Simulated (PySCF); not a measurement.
Potential energy curve for BF, singlet.

Levels of theory: UHF/cc-pVDZ (PySCF); RCCSD = CCSD on RHF/cc-pVDZ, 2 core orbitals frozen (PySCF 2.14.0); UCCSD(T) = PySCF with CCSD(T) on UHF/cc-pVDZ, 2 core orbitals frozen.

Energies relative to the lowest point of each curve near equilibrium, in mEh:

```json
[
 {"R / Å": "0.96", "UHF": "196.3", "RCCSD": "211.8"},
 {"R / Å": "1.01", "UHF": "120.1", "RCCSD": "132.6"},
 {"R / Å": "1.07", "UHF": "60.5", "RCCSD": "69.8"},
 {"R / Å": "1.23", "UHF": "1.6", "RCCSD": "3.5"},
 {"R / Å": "1.38", "UHF": "8.4", "RCCSD": "5.1"},
 {"R / Å": "1.58", "UHF": "47.7", "RCCSD": "39.8"},
 {"R / Å": "1.89", "UHF": "119.1", "RCCSD": "107.6"},
 {"R / Å": "2.06", "UHF": "154.3", "RCCSD": "141.8"},
 {"R / Å": "2.52", "UHF": "193.5", "RCCSD": "214.0"},
 {"R / Å": "2.81", "UHF": "198.1", "RCCSD": "244.6"},
 {"R / Å": "3.43", "UHF": "200.9", "RCCSD": "279.7"},
 {"R / Å": "3.75", "UHF": "201.4", "RCCSD": "287.4"}
]
```

Task: What does UCCSD(T) give at the same points?

Result: 0.96: 213.4; 1.01: 134.0; 1.07: 71.0; 1.23: 3.9; 1.38: 4.8; 1.58: 38.5; 1.89: 104.6; 2.06: 137.8; 2.52: 211.6; 2.81: 241.2; 3.43: 259.9; 3.75: 261.5 (mEh).

The unrestricted determinant behind UHF, UCCSD(T) is spin-contaminated at 1.58 to 5.07 Å (<S²> up to 1.0, against 0.00 for a pure singlet). The T1 diagnostic of CCSD on the restricted reference of RCCSD exceeds 0.045 at 2.28 to 5.07 Å.
